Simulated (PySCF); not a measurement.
TlCl, SMILES [Cl][Tl]. Atoms are numbered in the order given.

```xyz
2

Tl     0.0000     0.0000    -0.4393
Cl     0.0000     0.0000     2.0929
```
Charge 0, spin multiplicity 1.

Geometry optimised at B3LYP-D3(BJ)/def2-TZVP. The def2 effective core potentials stand for the cores of Tl; spin–orbit coupling is left out.

These are B3LYP-D3(BJ)/def2-TZVP (PySCF 2.14.0) values and carry that method's errors.

Frequencies are harmonic and unscaled.

Problem. Give all harmonic wavenumbers and intensities. (An estimate is asked for; the answer gives what the named calculation found.)

Solution. 
```tsv
mode	ν (cm⁻¹)	IR (km/mol)	Raman (Å⁴/amu)	depolarisation	moving atoms (share of kinetic energy)
1	270	66.8	7.1	0.43	Cl 85 %, Tl 15 %
```
